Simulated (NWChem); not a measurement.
System: CH₃AlF₂; SMILES [CH3][Al]([F])[F]

NWChem input:

```
start job
memory heap 200 mb stack 900 mb global 1100 mb
geometry units angstroms noautosym nocenter noautoz
  Al    -0.005026     0.047336     0.000602
  C     -0.008517    -1.879607     0.001362
  H      0.485055    -2.267344    -0.904613
  H     -1.028101    -2.290776     0.039650
  H      0.555333    -2.270076     0.863832
  F     -1.399538     0.946126    -0.001060
  F      1.405438     0.921190    -0.000917
end
basis spherical
  * library 6-311g**
end
dft
  xc b3lyp
  iterations 150
end
property
  shielding
end
task dft property
```

NWChem printed, in part:

```
             Northwest Computational Chemistry Package (NWChem) 7.3.0
             --------------------------------------------------------

                             Geometry "geometry" -> ""
                             -------------------------

 Output coordinates in angstroms (scale by  1.889725989 to convert to a.u.)

  No.       Tag          Charge          X              Y              Z
 ---- ---------------- ---------- -------------- -------------- --------------
    1 Al                  13.0000    -0.00502600     0.04733600     0.00060200
    2 C                    6.0000    -0.00851700    -1.87960700     0.00136200
    3 H                    1.0000     0.48505500    -2.26734400    -0.90461300
    4 H                    1.0000    -1.02810100    -2.29077600     0.03965000
    5 H                    1.0000     0.55533300    -2.27007600     0.86383200
    6 F                    9.0000    -1.39953800     0.94612600    -0.00106000
    7 F                    9.0000     1.40543800     0.92119000    -0.00091700

 Effective nuclear repulsion energy (a.u.)     155.0781516901

                              NWChem Property Module
                              ----------------------

  itol2e modified to match energy
  convergence criterion.

                                 NWChem DFT Module
                                 -----------------

 Summary of "ao basis" -> "ao basis" (spherical)
 ------------------------------------------------------------------------------
       Tag                 Description            Shells   Functions and Types
 ---------------- ------------------------------  ------  ---------------------
 Al                         6-311g**                12       26   6s5p1d
 C                          6-311g**                 8       18   4s3p1d
 H                          6-311g**                 4        6   3s1p
 F                          6-311g**                 8       18   4s3p1d

  itol2e modified to match energy
  convergence criterion.

            General Information
            -------------------
          SCF calculation type: DFT
          Wavefunction type:  closed shell.
          No. of atoms     :     7
          No. of electrons :    40
           Alpha electrons :    20
            Beta electrons :    20
          Charge           :     0
          Spin multiplicity:     1
          Use of symmetry is: off; symmetry adaption is: off
          Maximum number of iterations: 150
          AO basis - number of functions:    98
                     number of shells:    48
          Convergence on energy requested:  1.00D-07
          Convergence on density requested:  1.00D-05
          Convergence on gradient requested:  5.00D-04

              XC Information
              --------------
                         B3LYP Method XC Potential
                     Hartree-Fock (Exact) Exchange  0.200
                        Slater Exchange Functional  0.800 local
                    Becke 1988 Exchange Functional  0.720 non-local
              Lee-Yang-Parr Correlation Functional  0.810
                  VWN I RPA Correlation Functional  0.190 local

             Grid Information
             ----------------
          Grid used for XC integration:  fine
          Radial quadrature: Mura-Knowles
          Angular quadrature: Lebedev.
          Tag              B.-S. Rad. Rad. Pts. Rad. Cut. Ang. Pts.
          ---              ---------- --------- --------- ---------
          Al                  1.25      123          10.0       770
          C                   0.70       70           9.0       590
          H                   0.35       60          11.0       590
          F                   0.50       70          11.0       590
          Grid pruning is: on
          Number of quadrature shells:   513
          Spatial weights used:  Erf1

      Superposition of Atomic Density Guess
      -------------------------------------

 Sum of atomic energies:        -479.85291832

      Non-variational initial energy
      ------------------------------

 Total energy =    -480.633339
 1-e energy   =    -974.973798
 2-e energy   =     339.262307
 HOMO         =      -0.420103
 LUMO         =      -0.032718

   convergence    iter        energy       DeltaE   RMS-Dens  Diis-err
 ---------------- ----- ----------------- --------- --------- ---------
 d= 0,ls=0.0,diis     1   -482.1736444966 -6.37D+02  1.18D-02  1.36D+00
 d= 0,ls=0.0,diis     2   -482.0657487163  1.08D-01  6.93D-03  2.85D+00
 d= 0,ls=0.0,diis     3   -482.2824455662 -2.17D-01  6.62D-04  4.25D-02
 d= 0,ls=0.0,diis     4   -482.2849490754 -2.50D-03  2.86D-04  2.14D-03
 d= 0,ls=0.0,diis     5   -482.2851403090 -1.91D-04  1.06D-04  4.06D-04
  Resetting Diis
 d= 0,ls=0.0,diis     6   -482.2851922957 -5.20D-05  1.02D-05  3.53D-06
 d= 0,ls=0.0,diis     7   -482.2851925937 -2.98D-07  4.43D-06  2.78D-07
 d= 0,ls=0.0,diis     8   -482.2851925711  2.26D-08  2.74D-06  5.90D-07

         Total DFT energy =     -482.285192571061
      One electron energy =     -979.001541759222
           Coulomb energy =      387.981860175294
    Exchange-Corr. energy =      -46.343662677210
 Nuclear repulsion energy =      155.078151690078

 Numeric. integr. density =       39.999999824120

                       DFT Final Molecular Orbital Analysis
                       ------------------------------------

 Vector   18  Occ=2.000000D+00  E=-3.993593D-01
              MO Center=  6.8D-02,  9.1D-01, -1.1D-03, r^2= 2.4D+00
   Bfn.  Coefficient  Atom+Function         Bfn.  Coefficient  Atom+Function
  ----- ------------  ---------------      ----- ------------  ---------------
    93     -0.324976  7 F  pz                89     -0.315660  7 F  pz
    75      0.310538  6 F  pz                71      0.301000  6 F  pz
    85     -0.227312  7 F  pz                67      0.216847  6 F  pz
    25      0.074870  1 Al d  1

 Vector   19  Occ=2.000000D+00  E=-3.886935D-01
              MO Center= -1.7D-02,  6.7D-01,  1.4D-03, r^2= 3.0D+00
   Bfn.  Coefficient  Atom+Function         Bfn.  Coefficient  Atom+Function
  ----- ------------  ---------------      ----- ------------  ---------------
    92     -0.240613  7 F  py                74      0.236854  6 F  py
    88     -0.231760  7 F  py                70      0.227773  6 F  py
    69      0.199928  6 F  px                87      0.195161  7 F  px
    73      0.194160  6 F  px                91      0.190066  7 F  px
    84     -0.166385  7 F  py                66      0.163480  6 F  py

 Vector   20  Occ=2.000000D+00  E=-3.348267D-01
              MO Center= -9.3D-03, -1.2D+00,  1.3D-03, r^2= 2.2D+00
   Bfn.  Coefficient  Atom+Function         Bfn.  Coefficient  Atom+Function
  ----- ------------  ---------------      ----- ------------  ---------------
    34      0.291965  2 C  py                38      0.278048  2 C  py
     5      0.202870  1 Al s                 30      0.201437  2 C  py
    14     -0.155496  1 Al py                36      0.129156  2 C  s
    70      0.119614  6 F  py                88      0.117963  7 F  py
    74      0.112453  6 F  py                92      0.112040  7 F  py

 Vector   21  Occ=0.000000D+00  E=-2.667526D-02
              MO Center=  6.9D-03, -1.6D-01,  3.4D-02, r^2= 4.8D+00
   Bfn.  Coefficient  Atom+Function         Bfn.  Coefficient  Atom+Function
  ----- ------------  ---------------      ----- ------------  ---------------
     6      1.239730  1 Al s                 36     -0.970139  2 C  s
    47      0.276328  3 H  s                 59      0.257044  5 H  s
    72     -0.247139  6 F  s                 90     -0.247854  7 F  s
    38     -0.243721  2 C  py                32     -0.156206  2 C  s
    17     -0.142433  1 Al py                53      0.138928  4 H  s

 Vector   22  Occ=0.000000D+00  E=-1.914119D-02
              MO Center= -3.0D-02,  2.5D-02, -3.5D-02, r^2= 4.8D+00
   Bfn.  Coefficient  Atom+Function         Bfn.  Coefficient  Atom+Function
  ----- ------------  ---------------      ----- ------------  ---------------
    21      0.556244  1 Al pz                18      0.432856  1 Al pz
    15      0.229783  1 Al pz                59     -0.188321  5 H  s
    47      0.182442  3 H  s                 75     -0.168243  6 F  pz
    93     -0.164787  7 F  pz                46      0.126233  3 H  s
    58     -0.122954  5 H  s                 12     -0.120767  1 Al pz

 Vector   23  Occ=0.000000D+00  E= 4.222300D-02
              MO Center=  4.1D-02, -5.0D-01, -3.8D-03, r^2= 1.0D+01
   Bfn.  Coefficient  Atom+Function         Bfn.  Coefficient  Atom+Function
  ----- ------------  ---------------      ----- ------------  ---------------
    20      1.033106  1 Al py                36      0.922351  2 C  s
    47     -0.353648  3 H  s                 59     -0.347004  5 H  s
    38     -0.330675  2 C  py                53     -0.325760  4 H  s
    17     -0.307386  1 Al py                 6      0.151698  1 Al s
    32      0.149340  2 C  s                  5      0.141319  1 Al s

     Multipole analysis of the density
     ---------------------------------

     L   x y z        total         alpha         beta         nuclear
     -   - - -        -----         -----         ----         -------
     0   0 0 0     -0.000000    -20.000000    -20.000000     40.000000

     1   1 0 0      0.001452      0.048964      0.048964     -0.096476
     1   0 1 0     -0.937578      0.178089      0.178089     -1.293756
     1   0 0 1      0.000645      0.003087      0.003087     -0.005529

[...]

          -----------------------------------------
          Chemical Shielding Tensors (GIAO, in ppm)
          -----------------------------------------

                                NWChem CPHF Module
                                ------------------

  scftype          =     RHF
  nclosed          =       20
  nopen            =        0
  variables        =     1560
  # of vectors     =        3
  tolerance        = 0.10D-03
  level shift      = 0.00D+00
  max iterations   =       50
  max subspace     =       30

 SCF residual:    1.2911596197798730E-004

Iterative solution of linear equations
  No. of variables     1560
  No. of equations        3
  Maximum subspace       30
        Iterations       50
       Convergence  1.0D-04

   iter   nsub   residual    time
   ----  ------  --------  ---------
     1      3    3.10D-01      20.8
     2      6    1.17D-02      23.2
     3      9    4.78D-04      25.6
     4     12    2.51D-05      28.1

      Atom:    1  Al
        Diamagnetic
    796.7808     -0.0397      0.0001
     -0.0397    796.0157      0.0032
      0.0001      0.0032    794.6229

        Paramagnetic
   -392.4920     -0.1749     -0.0060
     -0.1749   -259.4628     -0.1370
     -0.0060     -0.1370   -416.5818

        Total Shielding Tensor
    404.2888     -0.2147     -0.0059
     -0.2147    536.5529     -0.1338
     -0.0059     -0.1338    378.0411

           isotropic =     439.6276
          anisotropy =     145.3886

          Principal Components and Axis System
                 1           2           3
              536.5533    404.2885    378.0410

      1        -0.0016      1.0000      0.0002
      2         1.0000      0.0016      0.0008
      3        -0.0008     -0.0002      1.0000

      Atom:    2  C
        Diamagnetic
    246.3589      0.3074     -0.0027
      0.3074    257.2242     -0.0384
     -0.0027     -0.0384    246.2332

        Paramagnetic
    -37.0430      3.4377      0.0236
      3.4377    -57.7654     -0.3928
      0.0236     -0.3928    -45.5742

        Total Shielding Tensor
    209.3159      3.7451      0.0209
      3.7451    199.4588     -0.4312
      0.0209     -0.4312    200.6590

           isotropic =     203.1445
          anisotropy =      11.1513

          Principal Components and Axis System
                 1           2           3
              210.5788    200.7258    198.1291

      1         0.9475      0.0629     -0.3135
      2         0.3196     -0.1498      0.9356
      3        -0.0119      0.9867      0.1621

      Atom:    3  H
        Diamagnetic
     26.4134     -2.7550     -5.0525
     -2.7550     29.8027      5.3598
     -5.0525      5.3598     33.0838

        Paramagnetic
      3.6579      0.7690      1.2434
      0.7690      1.5591     -1.5237
      1.2434     -1.5237      1.7525

        Total Shielding Tensor
     30.0713     -1.9860     -3.8091
     -1.9860     31.3618      3.8362
     -3.8091      3.8362     34.8363

           isotropic =      32.0898
          anisotropy =      10.8105

          Principal Components and Axis System
                 1           2           3
               39.2968     29.0227     27.9499

      1        -0.4212      0.3184      0.8493
      2         0.4780      0.8737     -0.0905
      3         0.7708     -0.3679      0.5202

      Atom:    4  H
        Diamagnetic
     35.4641      6.1966     -0.4481
      6.1966     30.1607     -0.2478
     -0.4481     -0.2478     23.6811

        Paramagnetic
      1.7224     -1.6042      0.1010
     -1.6042      1.5891      0.0662
      0.1010      0.0662      4.0847

        Total Shielding Tensor
     37.1865      4.5925     -0.3470
      4.5925     31.7498     -0.1816
     -0.3470     -0.1816     27.7658

           isotropic =      32.2341
          anisotropy =      11.3752

          Principal Components and Axis System
                 1           2           3
               39.8176     29.1317     27.7530

      1         0.8683     -0.4949      0.0333
      2         0.4950      0.8689      0.0072
      3        -0.0325      0.0102      0.9994

      Atom:    5  H
        Diamagnetic
     27.2473     -3.1749      5.5011
     -3.1749     29.8359     -5.1490
      5.5011     -5.1490     32.2123

        Paramagnetic
      3.4618      0.8810     -1.3411
      0.8810      1.5579      1.4569
     -1.3411      1.4569      1.9851

        Total Shielding Tensor
     30.7091     -2.2939      4.1600
     -2.2939     31.3938     -3.6921
      4.1600     -3.6921     34.1974

           isotropic =      32.1001
          anisotropy =      10.8597

          Principal Components and Axis System
                 1           2           3
               39.3399     29.0311     27.9293

      1         0.4811      0.3542      0.8019
      2        -0.4798      0.8720     -0.0973
      3         0.7337      0.3380     -0.5895

      Atom:    6  F
        Diamagnetic
    479.8299    -13.4691      0.0263
    -13.4691    467.9224     -0.0186
      0.0263     -0.0186    459.3935

        Paramagnetic
   -137.6409    -92.8204      0.4364
    -92.8204   -146.3253     -0.0217
      0.4364     -0.0217   -158.9735

        Total Shielding Tensor
    342.1889   -106.2895      0.4627
   -106.2895    321.5971     -0.0403
      0.4627     -0.0403    300.4200

           isotropic =     321.4020
          anisotropy =     175.9185

          Principal Components and Axis System
                 1           2           3
              438.6810    300.4201    225.1049

      1         0.7404      0.0005      0.6722
      2        -0.6721      0.0046      0.7404
      3         0.0027      1.0000     -0.0037

      Atom:    7  F
        Diamagnetic
    480.3230     13.2668     -0.0243
     13.2668    467.4573     -0.0170
     -0.0243     -0.0170    459.4272

        Paramagnetic
   -131.6957     90.9465     -0.3896
     90.9465   -148.0915     -0.0148
     -0.3896     -0.0148   -160.9618

        Total Shielding Tensor
    348.6273    104.2133     -0.4139
    104.2133    319.3658     -0.0318
     -0.4139     -0.0318    298.4654

           isotropic =     322.1528
          anisotropy =     175.6197

          Principal Components and Axis System
                 1           2           3
              439.2326    298.4655    228.7603

      1         0.7547     -0.0005     -0.6561
      2         0.6561      0.0042      0.7547
      3        -0.0024      1.0000     -0.0036
```

Level: B3LYP/6-311G** (spherical d), GIAO. Geometry: optimised at PBE0/def2-SVP. The printed shielding anisotropy is the first printed principal value minus the mean of the other two.
